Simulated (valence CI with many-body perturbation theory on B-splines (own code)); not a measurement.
The numbers below are computed, except where a source is named.
A CI+MBPT run for Co5+

Level of theory: configuration interaction combined with many-body perturbation theory (CI+MBPT): four valence electrons over a frozen Dirac-Fock core [Ar], a basis of 9 s, 9 p, 10 d, 8 f, 5 g, 3 h, 1 i functions for each j, with the one-electron correlation potential Σ1 (screened to all orders), the two-electron term Σ2, the three-electron term Σ3, Breit, model QED; selected single and double excitations, second order for the rest, scaled by the run's own slope (own B-spline code, finite nucleus).

Command, and the settings that its task file holds:

```sh
python run_cv.py task.json out
```

```
atom Co  Z=27  mass_number=59  rms_radius_fm=3.7875
core [Ar]
valence 3d4
avg = 1
basis = L
breit = 1
cap = 40000
capref = 1200
cscale = 1
de = 0.0
dress = 0
eps = 2e-08
extrap = 1
h = 0.27
hh = 1
l2 = 3
lcore = 6
maxit = 60
n2 = 5
natural = 1
nlev = 60
nno = [6, 6, 7, 6, 4, 3, 1]
nroot = 26
nsp = [3, 3, 3, 2, 1, 0, 0]
pt2 = 1
qed = 1
rpa = 1
s1 = 1
s2 = 1
s3 = 1
screen = 1
tol = 2e-05
whole = 1
```

It took 4.4 min on 1 thread of Intel(R) Xeon(R) Processor @ 2.30GHz, on a shared host.

Log. The first blocks belong to the next ion, which gives the ionisation energy. Fields: 2J, parity (1 odd), roots, reference size, generating configurations, candidates as configurations/state functions, variational space P, stored matrix elements, Davidson steps; e2 is the range of second-order energies in hartree. The first line gives the box (bohr), its intervals, the orbitals and the steps of their self-consistent field. Window is the range of levels sought, series limit the energy at which the first omitted orbital would enter, core excitation an estimate of the first excitation out of the core, left out the lowest levels not solved, and shifts from estimates the range by which levels moved from their first estimate, all in cm⁻¹.

```
rmax 14.5 intervals 64 orbitals 81 references ['3d4', '3d3 4s', '3d3 4p'] scf 6 t 1.3
2J=3 par=0 roots 2 ref 46 generators 7 cand 1361/3818 P 1387/3864 nnz 3.9e+06 it 5
2J=3 par=0 roots 2 ref 46 generators 22 cand 1054/2970 P 2441/6834 nnz 8e+06 it 5
   second order: generators 34 cand 13793/32563 e2 -0.00003 -0.00003
2J=5 par=0 roots 2 ref 50 generators 8 cand 1119/3949 P 1144/3999 nnz 4.4e+06 it 5
2J=5 par=0 roots 2 ref 50 generators 24 cand 991/3355 P 2135/7354 nnz 9.8e+06 it 6
   second order: generators 28 cand 15062/42128 e2 -0.00004 -0.00003
2J=7 par=0 roots 2 ref 38 generators 5 cand 1230/3958 P 1250/3996 nnz 4.4e+06 it 6
2J=7 par=0 roots 2 ref 38 generators 20 cand 1593/4863 P 2843/8859 nnz 1.6e+07 it 7
   second order: generators 22 cand 14069/42206 e2 -0.00005 -0.00003
reference levels 704, estimated 180, window 304735 1/cm; series limit 661505, core excitation 441517
2J=0 par=0 roots 7 ref 19 generators 11 cand 3112/5465 P 4364/7979 nnz 8.7e+06 it 8
2J=0 par=0 roots 7 ref 19 generators 31 cand 4463/10837 P 8827/18816 nnz 2.4e+07 it 8
   second order: generators 128 cand 129353/327525 e2 -0.00049 -0.00007
2J=2 par=0 roots 11 ref 43 generators 13 cand 1083/5438 P 1639/7933 nnz 9.6e+06 it 9
2J=2 par=0 roots 11 ref 43 generators 41 cand 5342/24578 P 6981/32511 nnz 1e+08 it 9
   second order: generators 132 cand 122415/812721 e2 -0.00038 -0.00012
2J=4 par=0 roots 16 ref 61 generators 13 cand 703/5443 P 1117/7977 nnz 1.1e+07 it 10
2J=4 par=0 roots 16 ref 61 generators 42 cand 3597/22581 P 4714/30558 nnz 1.3e+08 it 10
   second order: generators 111 cand 110525/1023130 e2 -0.00082 -0.00019
2J=6 par=0 roots 12 ref 57 generators 9 cand 649/5466 P 1042/8000 nnz 1.1e+07 it 10
2J=6 par=0 roots 12 ref 57 generators 32 cand 3023/21818 P 4065/29818 nnz 1.3e+08 it 10
   second order: generators 82 cand 112886/1263714 e2 -0.00097 -0.00028
2J=8 par=0 roots 13 ref 48 generators 11 cand 744/5534 P 1134/7985 nnz 1.2e+07 it 8
2J=8 par=0 roots 13 ref 48 generators 36 cand 2974/21076 P 4108/29061 nnz 1.2e+08 it 10
   second order: generators 104 cand 122154/1388147 e2 -0.00100 -0.00026
2J=10 par=0 roots 6 ref 29 generators 8 cand 948/5392 P 1473/7878 nnz 1e+07 it 7
2J=10 par=0 roots 6 ref 29 generators 25 cand 3540/23145 P 5013/31023 nnz 1.3e+08 it 8
   second order: generators 67 cand 87799/964580 e2 -0.00042 -0.00024
2J=12 par=0 roots 3 ref 15 generators 5 cand 1033/5439 P 1701/7930 nnz 1.1e+07 it 5
2J=12 par=0 roots 3 ref 15 generators 14 cand 3787/21446 P 5488/29376 nnz 1.1e+08 it 7
   second order: generators 41 cand 73234/681757 e2 -0.00022 -0.00014
left out: unestimated 438363, estimated 327395, shifts from estimates -171 to 565
operators 1.8
```

The Davidson iterations converged.

Set against measurement, 58 paired levels are off by 1734 cm⁻¹ on average, the worst by 4406. These come from a selection out of Sugar and Corliss, J. Phys. Chem. Ref. Data 10, 1097 (1981). Levels without a partner in it may be off by more, other configurations by 1,000 to 8,000 cm⁻¹. Only levels of the ground parity were solved; by the run's estimate the other parity begins above the list, which can be wrong where configurations are misplaced.

- Valence energy: -21.10753 hartree
- Ionisation energy: 101.89 eV (NIST: 102 ± 0.2 eV (semi-empirical))
- Reference configurations for the orbitals: 3d4, 3d3 4s, 3d3 4p
- Radial orbitals: 81
- Box radius: 14.52 bohr
- Largest variational space: 32511
- Lowest levels: 3d⁴ ⁵D_0 0.0, 3d⁴ ⁵D_1 203, 3d⁴ ⁵D_2 584, 3d⁴ ⁵D_3 1115, 3d⁴ ⁵D_4 1766, 3d⁴ ³H_4 27269, 3d⁴ ³P_0 [a] 27501, 3d⁴ ³H_5 27684, 3d⁴ ³H_6 28102, 3d⁴ ³P_1 [a] 28773, 3d⁴ ³F_2 [a] 30354, 3d⁴ ³F_3 [a] 30401, 3d⁴ ³F_4 [a] 30566, 3d⁴ ³P_2 [a] 30797 cm⁻¹

Letters in brackets count levels of one name in rising energy.
